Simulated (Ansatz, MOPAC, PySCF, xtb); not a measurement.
Complex: CH6Ge (SMILES [CH3][GeH3]) (first 8 atoms) with H2O (SMILES O); geometry from B3LYP-D3(BJ)/def2-TZVP, rigid monomers moved along the line of their centres of mass till Ge2···O9 is 3.10 Å.
(charge 0, multiplicity 1):
```xyz
11

C     -0.25341     1.63084     0.35152
Ge     0.36108    -0.22090     0.16455
H     -0.69388     1.75869     1.33882
H     -0.99972     1.85844    -0.40894
H      0.58378     2.31874     0.23759
H      1.41222    -0.56168     1.24249
H      0.99943    -0.46636    -1.21691
H     -0.81507    -1.20792     0.32634
O     -0.85127    -0.15572     3.01497
H      0.06353    -0.45013     3.08175
H     -1.29139    -0.83557     2.49319
```

Interaction energies are E(AB) − E(A) − E(B) at the monomers' geometry in the complex; basis-set methods are counterpoise corrected. Rows marked so take none.

Rows in 3-21G, 6-31G*, STO-3G carry no dispersion term and start afresh at each structure (6-31G* with six Cartesian d functions); the Pople sets are all-electron and without relativity. The state reached by AM1 isn't checked.

The values were computed with Ansatz (an electronic-structure program); MOPAC for AM1 (differences of heats of formation); PySCF for 3-21G rows, 6-31G* rows, STO-3G rows, the dispersion terms; xtb for the GFN methods. 

```json
[
 {"level": "AM1", "interaction energy (meV)": "30.4"},
 {"level": "GFN2-xTB", "interaction energy (meV)": "-159.4"},
 {"level": "HF/STO-3G (no counterpoise)", "interaction energy (meV)": "85.6"},
 {"level": "HF/6-31G*", "interaction energy (meV)": "112.6"},
 {"level": "HF/aug-cc-pVDZ", "interaction energy (meV)": "112.0"},
 {"level": "B3LYP/3-21G (no counterpoise)", "interaction energy (meV)": "-415.5"},
 {"level": "B3LYP/def2-TZVPPD", "interaction energy (meV)": "57.0"},
 {"level": "B3LYP-D4/def2-TZVPPD", "interaction energy (meV)": "-20.0"},
 {"level": "wB97X-V/def2-TZVPPD", "interaction energy (meV)": "[?]"}
]
```

Complete the blanks.


- wB97X-V/def2-TZVPPD, interaction energy (meV): -36.5
